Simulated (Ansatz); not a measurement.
## Counterpoise correction, worked out

The pair of H$_{2}$ (SMILES [H][H], atoms 1–2) and CH$_{6}$OSi (SMILES CO[SiH3], atoms 3–11), both closed shells, in one local arrangement (a lower one may exist), relaxed at PBE0-D4/def2-TZVP:

```json
{"atom": "H1", "x (Å)": "0.4819", "y (Å)": "0.2090", "z (Å)": "-3.5598"}
{"atom": "H2", "x (Å)": "0.8453", "y (Å)": "-0.4402", "z (Å)": "-3.4925"}
{"atom": "C3", "x (Å)": "-0.1097", "y (Å)": "0.2716", "z (Å)": "2.1213"}
{"atom": "O4", "x (Å)": "-0.7867", "y (Å)": "-0.3611", "z (Å)": "1.0614"}
{"atom": "Si5", "x (Å)": "-0.2689", "y (Å)": "-0.2673", "z (Å)": "-0.4945"}
{"atom": "H6", "x (Å)": "0.9157", "y (Å)": "-0.1030", "z (Å)": "2.2244"}
{"atom": "H7", "x (Å)": "-0.6487", "y (Å)": "0.0613", "z (Å)": "3.0465"}
{"atom": "H8", "x (Å)": "-0.0709", "y (Å)": "1.3586", "z (Å)": "1.9821"}
{"atom": "H9", "x (Å)": "-1.2299", "y (Å)": "-1.0502", "z (Å)": "-1.3034"}
{"atom": "H10", "x (Å)": "1.1049", "y (Å)": "-0.8286", "z (Å)": "-0.6300"}
{"atom": "H11", "x (Å)": "-0.2330", "y (Å)": "1.1496", "z (Å)": "-0.9554"}
```

Ansatz 0.2.0; basis: def2-TZVPPD; cores frozen in the correlated methods.

MP2 total energies in eV:

| system | geometry | basis functions | energy |
| --- | --- | --- | --- |
| pair | pair | all | -11073.82290 |
| H$_{2}$ | as in the pair | all (partner as ghosts) | -31.69524 |
| CH$_{6}$OSi | as in the pair | all (partner as ghosts) | -11042.11084 |
| H$_{2}$ | as in the pair | its own | -31.69341 |
| CH$_{6}$OSi | as in the pair | its own | -11042.10838 |
| H$_{2}$ | free (PBE0-D4 minimum) | its own | -31.69370 |
| CH$_{6}$OSi | free (PBE0-D4 minimum) | its own | -11042.10834 |

Task: Work out the interaction energy with and without the counterpoise correction, the superposition error, and the binding energy from the relaxed fragments.

Result: Without correction: -11073.82290 − (-31.69341) − (-11042.10838) = -0.02111 eV.
With correction (each fragment in the whole basis): -11073.82290 − (-31.69524) − (-11042.11084) = -0.01682 eV = -0.39 kcal/mol.
The superposition error is the difference, 0.00429 eV, 20 % of the uncorrected value: each fragment borrows its partner's functions.
Deformation from the free shapes: 0.00029 eV for H$_{2}$ and -0.00004 eV for CH$_{6}$OSi (a small negative value is possible, since the free shapes are minima of another method).
Binding energy from relaxed fragments: -0.01682 + 0.00029 + (-0.00004) = -0.01657 eV = -0.38 kcal/mol (electronic, without zero-point energy; negative means bound). For comparison, the corrected interaction energy by CCSD(T) at an estimated basis limit (MP2 extrapolated from triple and quadruple zeta, plus CCSD(T) − MP2 in triple zeta) is -0.026 eV.

T1 diagnostic: at most 0.011.

For scale, one of the runs: CCSD(T)/def2-TZVPPD, 261 basis functions, launched by `ansatz run in.yaml --threads 4 --pin off --events-out ev --progress --plain --max-ram 9574MiB`. The run took 81 s on 4 CPU threads of an Arm Neoverse V2 (shared host), with 6.1 GiB of host memory at its peak.
